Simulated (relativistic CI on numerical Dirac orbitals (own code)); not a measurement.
# Yb51+: sensitivity of the levels to the model

Base calculation: Dirac-Coulomb-Breit CI, separate exchange-only KLI orbitals for each configuration, model QED (radiative potential, 1s self-energy scaled to tabulated hydrogen-like ionisation energies), unscaled Slater integrals.

Configurations in the expansion (outside the closed core [Ne]): 3s2.3p6.3d, 3s2.3p5.3d2, 3s.3p6.3d2, 3s2.3p6.4s, 3s2.3p6.4p, 3s2.3p6.4d, 3s2.3p5.3d.4s, 3s2.3p6.4f, 3s2.3p5.3d.4p, 3p6.3d3, 3p5.3d4, 3p5.3d3.4s. Double excitations out of closed p, d and f shells are left out; levels of such configurations are missing from the list, as are those of other unlisted configurations, and high levels can miss mixing partners. These lack a partner that the ground configuration has and come out too high: 3s2.3p5.3d.4p.

Variants: (1) one mean potential for all configurations; (2) only the first 3 configurations. Shifts of the energy above 3s2.3p6.3d 2D_3/2, in eV, for the lowest level and the first level of each name with at least 55 % of one term (blank where a level changes its place among those of its configuration and J or its character, or is not in the variant):

| Level | Base | Δ(1) | Δ(2) |
| --- | --- | --- | --- |
| 3s2.3p6.3d 2D_3/2 | 0.000 | 0.000 | 0.000 |
| 3s2.3p6.3d 2D_5/2 | 59.528 | +0.011 | -0.003 |
| 3s2.3p5.3d2 4D°_1/2 | 235.696 | -0.093 | -0.194 |
| 3s2.3p5.3d2 4G°_9/2 | 293.431 | -0.096 | -0.199 |
| 3s2.3p5.3d2 2H°_11/2 | 303.594 | -0.094 | -0.198 |
| 3s2.3p5.3d2 2G°_9/2 | 319.937 | -0.093 | -0.198 |
| 3s2.3p5.3d2 2F°_5/2 | 344.813 | -0.096 | +0.096 |
| 3s2.3p5.3d2 2P°_1/2 | 351.355 | -0.101 | -0.155 |
| 3s2.3p5.3d2 4G°_11/2 | 353.693 | -0.098 | -0.196 |
| 3s.3p6.3d2 4F_3/2 | 703.739 | +0.090 | -0.317 |
| 3s.3p6.3d2 4P_1/2 | 730.934 | +0.109 | -0.270 |
| 3s.3p6.3d2 4F_7/2 | 760.601 | +0.069 | -0.348 |
| 3s.3p6.3d2 4P_3/2 | 771.351 | +0.083 | -0.347 |
| 3s.3p6.3d2 2G_9/2 | 775.649 | +0.076 | -0.281 |

At this charge energies of transitions that change n are usually good to better than 1 %, and those within a shell (Δn = 0) to a few per cent.

Ionisation energy from the two ground configurations alone: base 4630.08 eV. The NIST ASD value (theoretical) is 4630 eV.

LS names give the leading component of a level, which can be under half, so a name can repeat, a term be missing and a line seem to break the LS rules.
